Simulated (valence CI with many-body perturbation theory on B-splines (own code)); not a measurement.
Os71+: calculated level list

Level of theory: configuration interaction combined with many-body perturbation theory (CI+MBPT): three valence electrons over a frozen Dirac-Fock core [He], radial functions for each j: 11 s, 11 p, 9 d, 7 f, 5 g, 2 h, 1 i, with the one-electron correlation potential Σ1 (screened to all orders), the two-electron term Σ2, the three-electron term Σ3, Breit, model QED; selected single and double excitations, second order for the rest (own B-spline code, finite nucleus).

The last digits are not significant, and no measured levels were compared; by estimate large intervals hold to a few tenths of a per cent, small ones and those within an open d or f shell to about a per cent.

Levels 46 to 90 of 103, with energies above the lowest level, (2s^2 2p1/2) J=1/2. "Leading %" is the weight of the configuration and term that name the level; weights of strongly mixed levels are sums over their largest components and can fall short. In the jj column 3d3/2^4 stands for four electrons in 3d with j = 3/2.

```csv
No.,Configuration,Term,J,E (× 10³ cm⁻¹),Leading %,Second component,Leading jj
46,2s 2p 3s,2P°,1/2,107020,90,10 % 2s 2p 3s 4P°,2s 2p3/2 3s (100 %)
47,2s 2p 3p,4P,3/2,107020,46,26 % 2s 2p 3p 4S,2s 2p3/2 3p1/2 (100 %)
48,2s 2p 3p,2D,5/2,107030,44,38 % 2s 2p 3p 4D,2s 2p3/2 3p1/2 (100 %)
49,2s 2p 3s,2P°,3/2,107080,82,17 % 2s 2p 3s 4P°,2s 2p3/2 3s (99 %)
50,2s 2p 3p,2P,1/2,107770,47,22 % 2s 2p 3p 2S,2s 2p3/2 3p1/2 (99 %)
51,2s 2p 3p,2D,3/2,107780,61,20 % 2s 2p 3p 2P,2s 2p3/2 3p1/2 (99 %)
52,2p2 3s,4P,3/2,108640,87,11 % 2p2 3s 2P,2p1/2 2p3/2 3s (99 %)
53,2p2 3s,2P,1/2,108720,66,32 % 2p2 3s 4P,2p1/2 2p3/2 3s (98 %)
54,2p2 3s,2D,5/2,108780,65,34 % 2p2 3s 4P,2p1/2 2p3/2 3s (99 %)
55,2p2 3s,2D,3/2,108850,64,33 % 2p2 3s 2P,2p1/2 2p3/2 3s (99 %)
56,2p2 3p,4P°,1/2,109190,49,28 % 2p2 3p 4D°,2p1/2 2p3/2 3p1/2 (100 %)
57,2p2 3p,4D°,3/2,109240,55,23 % 2p2 3p 2D°,2p1/2 2p3/2 3p1/2 (100 %)
58,2p2 3p,2F°,5/2,109340,50,30 % 2p2 3p 2D°,2p1/2 2p3/2 3p1/2 (100 %)
59,2p2 3p,2P°,3/2,109750,43,25 % 2p2 3p 2D°,2p1/2 2p3/2 3p1/2 (99 %)
60,2s 2p 3p,4D,7/2,110770,100,,2s 2p3/2 3p3/2 (100 %)
61,2s 2p 3p,2P,3/2,110870,55,32 % 2s 2p 3p 4S,2s 2p3/2 3p3/2 (99 %)
62,2s 2p 3p,4P,5/2,111030,52,43 % 2s 2p 3p 2D,2s 2p3/2 3p3/2 (100 %)
63,2s 2p 3p,2S,1/2,111080,48,38 % 2s 2p 3p 2P,2s 2p3/2 3p3/2 (99 %)
64,2s 2p 3d,4D°,5/2,111380,44,22 % 2s 2p 3d 2D°,2s 2p3/2 3d3/2 (99 %)
65,2s 2p 3d,4D°,3/2,111430,43,40 % 2s 2p 3d 4P°,2s 2p3/2 3d3/2 (100 %)
66,2s 2p 3d,4F°,7/2,111450,45,41 % 2s 2p 3d 2F°,2s 2p3/2 3d3/2 (98 %)
67,2s 2p 3d,4P°,1/2,111470,82,15 % 2s 2p 3d 4D°,2s 2p3/2 3d3/2 (100 %)
68,2s 2p 3p,2D,5/2,111600,72,16 % 2s 2p 3p 4D,2s 2p3/2 3p3/2 (100 %)
69,2s 2p 3p,2P,3/2,111760,58,29 % 2s 2p 3p 2D,2s 2p3/2 3p3/2 (100 %)
70,2s 2p 3p,2S,1/2,111800,60,20 % 2s 2p 3p 2P,2s 2p3/2 3p3/2 (100 %)
71,2s 2p 3d,2D°,3/2,112120,62,16 % 2s 2p 3d 4P°,2s 2p3/2 3d3/2 (90 %)
72,2s 2p 3d,2F°,5/2,112180,68,17 % 2s 2p 3d 2D°,2s 2p3/2 3d3/2 (99 %)
73,2s 2p 3d,2P°,1/2,112260,70,24 % 2s 2p 3d 4D°,2s 2p3/2 3d3/2 (98 %)
74,2s 2p 3d,4F°,9/2,112260,100,,2s 2p3/2 3d5/2 (100 %)
75,2s 2p 3d,2D°,5/2,112480,40,34 % 2s 2p 3d 4P°,2s 2p3/2 3d5/2 (99 %)
76,2s 2p 3d,4D°,7/2,112530,50,44 % 2s 2p 3d 2F°,2s 2p3/2 3d5/2 (97 %)
77,2s 2p 3d,2P°,3/2,112620,42,40 % 2s 2p 3d 2D°,2s 2p3/2 3d5/2 (89 %)
78,2s 2p 3d,2P°,1/2,112750,83,7 % 2s 2p 3d 4D°,2s 2p3/2 3d5/2 (95 %)
79,2s 2p 3d,2F°,7/2,113100,58,13 % 2s 2p 3d 4D°,2s 2p3/2 3d5/2 (84 %)
80,2p2 3p,4D°,5/2,113150,50,31 % 2p2 3p 4P°,2p1/2 2p3/2 3p3/2 (94 %)
81,2p2 3p,2P°,1/2,113210,37,30 % 2p2 3p 4P°,2p1/2 2p3/2 3p3/2 (97 %)
82,2p2 3p,2D°,3/2,113250,43,16 % 2p2 3p 4P°,2p1/2 2p3/2 3p3/2 (80 %)
83,2s 2p 3d,2D°,5/2,113270,57,15 % 2s 2p 3d 2F°,2s 2p3/2 3d5/2 (88 %)
84,2s 2p 3d,2P°,3/2,113310,53,8 % 2s 2p 3d 2D°,2s 2p3/2 3d5/2 (82 %)
85,2p2 3p,2F°,7/2,113330,54,29 % 2p2 3p 4D°,2p1/2 2p3/2 3p3/2 (83 %)
86,2p2 3p,4S°,3/2,113460,33,28 % 2p2 3p 2P°,2p1/2 2p3/2 3p3/2 (100 %)
87,2p2 3p,2D°,5/2,113560,62,14 % 2p2 3p 2F°,2p1/2 2p3/2 3p3/2 (94 %)
88,2p2 3d,4F,3/2,113650,43,26 % 2p2 3d 2P,2p1/2 2p3/2 3d3/2 (100 %)
89,2p2 3d,4F,5/2,113660,52,39 % 2p2 3d 2F,2p1/2 2p3/2 3d3/2 (100 %)
90,2p2 3d,4D,1/2,113710,79,15 % 2p2 3d 2P,2p1/2 2p3/2 3d3/2 (100 %)
```
